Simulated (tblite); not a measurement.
C7H15PS.
Structure used (GFN2-xTB), in Å, numbered top down from 1:
```xyz
24
C7H15PS angstrom
C      3.6871   -0.2088    0.2554
C      2.3356   -0.3000   -0.4417
C      1.2050   -0.5257    0.5572
P     -0.4348   -0.7204   -0.2961
C     -1.4965   -0.8327    1.2335
C     -2.9603   -0.6093    0.8963
S     -3.3075    1.1294    0.4856
C     -2.2519    1.2863   -0.9887
C     -0.7829    1.0752   -0.6660
H      3.8997   -1.1282    0.7967
H      4.4804   -0.0457   -0.4700
H      3.6956    0.6160    0.9653
H      2.3466   -1.1217   -1.1619
H      2.1526    0.6225   -0.9973
H      1.1569    0.2994    1.2750
H      1.3854   -1.4503    1.1145
H     -1.1677   -0.1042    1.9811
H     -1.3712   -1.8378    1.6485
H     -3.6002   -0.8287    1.7515
H     -3.2737   -1.2227    0.0488
H     -2.4324    2.2966   -1.3568
H     -2.6043    0.5677   -1.7316
H     -0.4896    1.7028    0.1814
H     -0.1836    1.3602   -1.5361
```

Computed with GFN2-xTB (tblite): harmonic, unscaled wavenumbers at the GFN2-xTB geometry, gas phase. Errors from tens to a few hundred cm⁻¹ against measured bands are possible. One conformer, not necessarily the lowest.

Harmonic wavenumbers (cm⁻¹): 53.6, 64.5, 85.8, 138.4, 196.0, 223.0, 230.0, 243.1, 266.9, 307.1, 342.1, 366.0, 446.6, 649.0, 679.5, 685.5, 690.1, 748.4, 762.5, 794.4, 848.2, 866.8, 870.6, 931.7, 948.0, 1014.7, 1045.1, 1052.6, 1067.1, 1081.1, 1101.1, 1113.4, 1133.4, 1162.8, 1216.0, 1222.2, 1249.7, 1251.5, 1255.0, 1265.5, 1273.4, 1340.8, 1415.7, 1420.9, 1428.9, 1439.6, 1444.3, 1445.6, 1493.4, 1502.9, 1504.8, 2917.1, 2925.0, 2931.3, 2935.7, 2938.5, 2942.1, 2954.8, 2955.5, 2965.6, 2980.0, 2988.7, 2989.3, 3027.9, 3033.9, 3040.1.

A = 2745, B = 564.3, C = 514.1 MHz; mass 162.063 u (most abundant isotopes); point group C1, symmetry number 1.

What is the zero-point energy?

½Σν̃ = 44952 cm⁻¹ = 537.75 kJ/mol.

What is S at 298.15 K and 1 bar for an ideal gas of classical rigid rotors and harmonic oscillators?

Translation 172.31, rotation 127.11, vibration 138.95: S = 438.4 J/(mol K).

And Cp and H(298.15 K) − H(0)?

Cp = 183.57 J/(mol K), of which vibrations give 150.31 (their classical limit is 66 R = 548.8); H(298.15 K) − H(0) = 32.11 kJ/mol without the zero-point energy, 22.20 from vibrations.

Blend soft modes into free rotors: weight 1/[1 + (100 cm⁻¹/ν̃)⁴] for the oscillator and the rest for a rotor with moment μB/(μ + B), μ = h/(8π²ν), B = 10⁻⁴⁴ kg m². What vibrational entropy results?

128.49 J/(mol K) in place of 138.95, which changes −T·S at 298.15 K by +3.12 kJ/mol.

Which modes carry the vibrational entropy at 298.15 K?

53.6 cm⁻¹: 19.58; 64.5 cm⁻¹: 18.05; 85.8 cm⁻¹: 15.71; 138.4 cm⁻¹: 11.82; 196.0 cm⁻¹: 9.08; 223.0 cm⁻¹: 8.09 J/(mol K); the other 60 give 56.61 together.

Hindered rotation and anharmonicity are outside this model. Other conformers, if any are populated, would add a mixing term that is left out. The structure is chiral; the term R ln 2 for an equal mix with its mirror image is left out.
